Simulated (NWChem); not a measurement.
System meant: C2H3CuFN; SMILES CC#[N]->[Cu][F]

Input file for NWChem:

```
start job
memory heap 200 mb stack 900 mb global 1100 mb
geometry units angstroms noautoz
  Cu    -0.286773     0.650517    -0.670870
  F     -0.793065     1.817598    -1.868758
  C      1.002235    -2.287507     2.359126
  C      0.576482    -1.323942     1.362431
  N      0.233169    -0.542139     0.555735
  H      0.929329    -1.850904     3.376244
  H      2.054680    -2.589475     2.181173
  H      0.364984    -3.194647     2.320042
end
basis spherical
  * library def2-svp
end
dft
  xc b3lyp
  iterations 4
  mulliken
end
task dft energy
```

End of the output:

```
    Atom       Charge   Shell Charges
 -----------   ------   -------------------------------------------------------
    1 Cu  29    23.98   2.00  2.00  1.96  0.69  0.51  5.99  5.91  0.93  2.77  1.21  0.00
    2 F    9     8.57   1.97  0.99  0.86  2.51  2.23  0.00
    3 C    6     6.85   1.97  0.91  0.31  2.20  1.26  0.21
    4 C    6     7.64   1.97  0.70  0.39  2.93  1.40  0.25
    5 N    7     7.50   1.97  0.81  0.48  2.37  1.78  0.10
    6 H    1     1.67   0.68  0.78  0.22
    7 H    1     1.65   0.68  0.76  0.21
    8 H    1     2.14   0.71  1.16  0.27

 center of mass
 --------------
 x =  -0.00022018 y =   0.28832016 z =  -0.00008915

 moments of inertia (a.u.)
 ------------------
        1571.032413852495           0.000000000000          -0.000000000005
           0.000000000000          11.663177949821           0.000000000000
          -0.000000000005           0.000000000000        1571.035070250006

     Multipole analysis of the density
     ---------------------------------

     L   x y z        total         alpha         beta         nuclear
     -   - - -        -----         -----         ----         -------
     0   0 0 0     -0.000000    -30.000000    -30.000000     60.000000

     1   1 0 0      1.487167      0.743584      0.743584     -0.000000
     1   0 1 0     42.768333     21.384166     21.384166     -0.000000
     1   0 0 1      0.456766      0.228383      0.228383     -0.000000

     2   2 0 0    -52.387526    -29.087185    -29.087185      5.786844
     2   1 1 0    -11.704637     -5.810076     -5.810076     -0.084484
     2   1 0 1     -1.916389     -0.958035     -0.958035     -0.000320
     2   0 2 0   -217.945510   -532.643831   -532.643831    847.342151
     2   0 1 1     -3.596807     -1.780901     -1.780901     -0.035005
     2   0 0 2    -48.233850    -27.009356    -27.009356      5.784863

 ------------------------------------------------------------------------
 dft energy failed                                                                                  0
 ------------------------------------------------------------------------
 ------------------------------------------------------------------------
  current input line :
    21: task dft energy
 ------------------------------------------------------------------------
 ------------------------------------------------------------------------
 This type of error is most commonly associated with calculations not reaching convergence criteria
 ------------------------------------------------------------------------
 For more information see the NWChem manual at https://nwchemgit.github.io

0:dft energy failed:Received an Error in Communication
```

### Question
Can this run be used? If not, why, and what is the fix?

### Answer
The run did not converge; its last values are not results. Cause: the SCF was allowed too few iterations. This input runs:
```
start job
memory heap 200 mb stack 900 mb global 1100 mb
geometry units angstroms noautoz
  Cu    -0.286773     0.650517    -0.670870
  F     -0.793065     1.817598    -1.868758
  C      1.002235    -2.287507     2.359126
  C      0.576482    -1.323942     1.362431
  N      0.233169    -0.542139     0.555735
  H      0.929329    -1.850904     3.376244
  H      2.054680    -2.589475     2.181173
  H      0.364984    -3.194647     2.320042
end
basis spherical
  * library def2-svp
end
dft
  xc b3lyp
  iterations 150
  mulliken
end
task dft energy
```
It converges to -1872.79698 Ha (B3LYP/def2-SVP).
